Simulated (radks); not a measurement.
Species: Ba23+. Configuration: [Ar] 3d10 4s2 4p2 4f1 (not the ground configuration).

All-electron calculation, scalar-relativistic Kohn-Sham, PBE, spin-polarised, spherical densities, point nucleus; open shells are filled with parallel spins first (spin-orbit coupling, left out, can overturn this in heavy ions). Program: a radial shooting solver on a logarithmic mesh with Libxc functionals.

Energy parts (hartree):
| part | energy |
|---|---|
| total | -7887.9588 |
| kinetic | 8340.5904 |
| electron-nucleus | -18233.9853 |
| Hartree | 2178.6539 |
| exchange-correlation | -173.2177 |

Orbitals (lengths in bohr, moments of r in powers of bohr; r(90%) holds 90 % of the orbital's charge):
orbital  occ.  eigenvalue (hartree)  <1/r>      <r>      <r^2>  r(90%)
1s up       1             -1395.242  60.71  0.02558  0.0008883  0.0461
1s down     1             -1395.203  60.71  0.02558  0.0008882  0.0461
2s up       1             -241.8361  13.98   0.1096    0.01416   0.169
2s down     1             -241.8141  13.98   0.1096    0.01416   0.169
2p up       3             -219.5874  13.29  0.09602    0.01125   0.156
2p down     3             -219.5519  13.29  0.09602    0.01125   0.156
3s up       1             -69.62794  5.106   0.2888    0.09520   0.423
3s down     1             -69.55461  5.110   0.2886    0.09500   0.423
3p up       3             -62.48046  4.852   0.2859    0.09463   0.428
3p down     3             -62.40186  4.856   0.2856    0.09438   0.427
3d up       5             -52.25861  4.613   0.2611    0.08009   0.407
3d down     5             -52.18914  4.618   0.2607    0.07980   0.406
4s up       1             -30.02427  2.346   0.6092     0.4161   0.861
4s down     1             -29.67690  2.347   0.6094     0.4167   0.863
4p up       2             -27.43924  2.226   0.6266     0.4429   0.894
4p down     0             -27.09553  2.225   0.6273     0.4442   0.896
4f up       1             -19.80367  1.833   0.6280     0.4461   0.931
4f down     0             -19.50312  1.838   0.6278     0.4466   0.934

The highest occupied level is 4f up at -538.89 eV. The configuration is held as typed, so some empty levels lie below it. Spin moment in Bohr magnetons: 3. The density falls to 0.001 e/bohr^3 at r = 1.49 bohr.
